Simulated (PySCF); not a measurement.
**Electron correlation in Sn(2+) (tin, charge +2)**

[Kr] 4d10 5s1 5d1, high-spin 3D determinant (an excited configuration). Computed with PySCF 2.14 in aug-cc-pwCVTZ-DK3 with one added diffuse shell each of s, p, d, f type (11s10p8d5f1g, 125 functions), with scalar relativity by spin-free X2C-1e. Frozen: [Kr] 4d10; 2 electrons correlated.

Total MP2 correlation energy: -5.13 mhartree.

Same-spin part -5.13 and opposite-spin part 0.00 mhartree; SCS-MP2 scales them by 1/3 and 6/5 to -1.71 mhartree.
